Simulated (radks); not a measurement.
Excited configurations of Li: one electron is placed in a higher orbital outside [He]. The ground configuration is [He] 2s1. Calculated with a radial shooting solver on a logarithmic mesh with Libxc functionals: non-relativistic Kohn-Sham, PBEsol, spin-polarised, spherical densities, point nucleus; open shells are filled with parallel spins first. Excitation = E - E(ground); binding = E(ion) - E, where the ion is the core of charge +1; n* = 1/sqrt(2 binding) in atomic units, and the quantum defect is n - n*.

outer orbital,excitation (eV),binding (eV),quantum defect,eigenvalue (eV),<r> (bohr)
3p,3.668,1.805,0.255,-1.040,11.03
4d,4.489,0.984,0.282,-0.585,19.48
5f,4.824,0.649,0.422,-0.389,29.08
7p,5.098,0.375,0.980,-0.263,62.06

The Delta-SCF ionisation energy is 5.473 eV (NIST Atomic Spectra Database: 5.392 eV, measured). Self-interaction in the functional shifts the binding energies and quantum defects, so they are the method's values and not measured ones.
